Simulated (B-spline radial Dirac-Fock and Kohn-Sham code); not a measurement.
## Ce 2p3/2: cross section and angular parameters

System: the free cerium atom, [Xe] 4f1 5d1 6s2; threshold 5723.0 eV (tabulated edge). These are calculated numbers from a radial B-spline solver; the model is Dirac-Hartree-Slater photoionisation with a Latter tail; cross sections with all multipoles, angular parameters from the dipole term and its interference with E2.

Input of the calculation (task.json; shells as n, l, electrons):

```json
{"items": [{
  "Z": 58,
  "q": 0,
  "cfg": [[1, 0, 2], [2, 0, 2], [2, 1, 6], [3, 0, 2], [3, 1, 6], [3, 2, 10], [4, 0, 2], [4, 1, 6], [4, 2, 10], [4, 3, 1], [5, 0, 2], [5, 1, 6], [5, 2, 1], [6, 0, 2]],
  "A": 140,
  "rrms": 4.8771,
  "do": "xps",
  "hv": [54.1, 86.3, 150, 161.0, 165.0, 200, 300, 343.0, 393.0, 752.0, 800, 802.0, 961.0, 1070.0, 1100.0, 1120.0, 1150.0, 2000, 2100.0, 2840.0, 2990.0, 4000, 4850.0, 5414.7, 6000, 6870.0, 8360.0, 8500.0, 9840.0, 11600.0],
  "edges": {"K": 40443.0, "L1": 6548.0, "L2": 6164.0, "L3": 5723.0, "M1": 1436.0, "M2": 1274.0, "M3": 1187.0, "M4": 902.4, "M5": 883.8, "N1": 291.0, "N2": 223.2, "N3": 206.5, "N4": 109.0, "N5": 109.0}
}]}
```

Run with: `python xray2_run.py task.json out`

For linearly polarised light dσ/dΩ = σ/(4π) [1 + β P₂(cos θ) + (δ + γ cos²θ) sin θ cos φ], with θ from the polarisation vector and φ the angle between the beam and the projection of the electron momentum on the plane normal to the polarisation.

```csv
hν (eV),σ (kb),β,γ,δ
6000,74.4,1.131,-0.507,-0.014
6870,51.7,1.419,-0.140,0.029
8360,?,?,?,?
8500,28.5,1.511,0.426,0.050
9840,18.7,1.514,0.773,0.061
11600,11.5,1.493,1.131,0.073
```

Question: Give the values at 8360 eV.

Answer: σ = 29.8 kb, β = 1.508, γ = 0.384, δ = 0.049.
